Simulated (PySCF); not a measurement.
Isomers of C3H15NSSi3, one GFN2-xTB conformer each. Single-point energies are computed at PBE0/pcSseg-1 (PySCF, gas phase, no added dispersion term), electronic only.

```tsv
SMILES	GFN2-xTB relative energy (kJ/mol)
C[C@]([SiH3])(CN)[SiH2]S[SiH3]	69.7
CC(C)([SiH2]N)[SiH2]S[SiH3]	0.0
C[C@@H]([SiH3])[Si@@](N)(S)C[SiH3]	116.5
```

Conformers: `[CH3:1][C@:2]([SiH3:3])([CH2:4][NH2:5])[SiH2:6][S:7][SiH3:8]` with C1–C2–C4–N5 84°, C2–C4–N5–H 161° and -79°, C1–C2–Si6–S7 173°, C2–Si6–S7–Si8 93°; `[CH3:1][C:2]([CH3:3])([SiH2:4][NH2:5])[SiH2:6][S:7][SiH3:8]` with C1–C2–Si4–N5 59°, C2–Si4–N5–H 171° and -53°, C1–C2–Si6–S7 177°, C2–Si6–S7–Si8 -88°; `[CH3:1][C@@H:2]([SiH3:3])[Si@@:4]([NH2:5])([SH:6])[CH2:7][SiH3:8]` with C1–C2–Si4–N5 -63°, C2–Si4–N5–H -171° and 54°, C2–Si4–S6–H 62°, C2–Si4–C7–Si8 -53°.

What does PBE0/pcSseg-1 give for the same structures?

```tsv
SMILES	PBE0/pcSseg-1 E (Eh)	PBE0/pcSseg-1 (kJ/mol)	GFN2-xTB (kJ/mol)	point group
C[C@@H]([SiH3])[Si@@](N)(S)C[SiH3]	-1444.05214	0.0	116.5	C1
CC(C)([SiH2]N)[SiH2]S[SiH3]	-1444.04644	15.0	0.0	C1
C[C@]([SiH3])(CN)[SiH2]S[SiH3]	-1444.00610	120.9	69.7	C1
```

GFN2-xTB puts CC(C)([SiH2]N)[SiH2]S[SiH3] lowest instead; measured from each level's own lowest isomer, the values differ by up to 116.5 kJ/mol (C[C@@H]([SiH3])[Si@@](N)(S)C[SiH3]: 116.5 against 0.0). As drawn, the lowest has an S–H bond, which the highest lacks.

Which frontier levels, dipoles and rotational constants go with these structures?

```tsv
SMILES	HOMO (eV, PBE0/pcSseg-1)	LUMO (eV)	dipole (D)	A, B, C (MHz)
C[C@@H]([SiH3])[Si@@](N)(S)C[SiH3]	-7.08	0.37	0.91	962.9, 796.1, 570.2
CC(C)([SiH2]N)[SiH2]S[SiH3]	-7.04	0.03	2.38	1605, 562.1, 518.3
C[C@]([SiH3])(CN)[SiH2]S[SiH3]	-7.13	0.01	2.40	1480, 608.5, 559.7
```
